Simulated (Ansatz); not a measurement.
Basis sets compared for Rb4Br3⁺. The state is a singlet with charge 1. Geometry PBE-D4/def2-SVP. Ansatz on 4 threads of Arm Neoverse V2 on a shared host; times are rough, and most runs start from earlier orbitals.

```csv
atom,x (Å),y (Å),z (Å)
Rb1,-0.726,2.955,1.754
Rb2,0.711,0.667,-2.009
Rb3,2.679,-1.810,1.376
Rb4,-2.838,-1.976,-0.629
Br5,2.051,1.386,0.982
Br6,0.396,-2.478,-0.884
Br7,-2.272,1.256,-0.590
```

In the def2 sets Rb takes a core potential, while STO-3G treats all electrons; there is no spin–orbit coupling. The structure comes from a short search, and lower isomers may exist.

STO-3G and 6-31G are all-electron sets without relativity, so their totals don't compare with the def2 sets.

```
           level  functions  energy (Eh)  HOMO (eV)  LUMO (eV)  wall time
       HF/STO-3G        142  -19265.1288      -7.72       4.86      2.1 s
 PBE-D4/def2-SVP        192   -7817.0104      -8.10      -4.07      4.2 s
PBE0-D4/def2-SVP        192   -7817.2923      -9.30      -3.49      6.5 s
```

Question: Estimate the rows for HF/def2-TZVP, PBE-D4/def2-TZVP (with forces), PBE0-D4/def2-TZVP.

Answer: 
| level | functions | energy (Eh) | HOMO (eV) | LUMO (eV) | wall time |
| --- | --- | --- | --- | --- | --- |
| HF/def2-TZVP | 276 | -7812.7644 | -12.13 | -2.10 | 12 s |
| PBE-D4/def2-TZVP (with forces) | 276 | -7817.9403 | -8.18 | -4.04 | 8.5 s |
| PBE0-D4/def2-TZVP | 276 | -7818.2201 | -9.38 | -3.47 | 14 s |
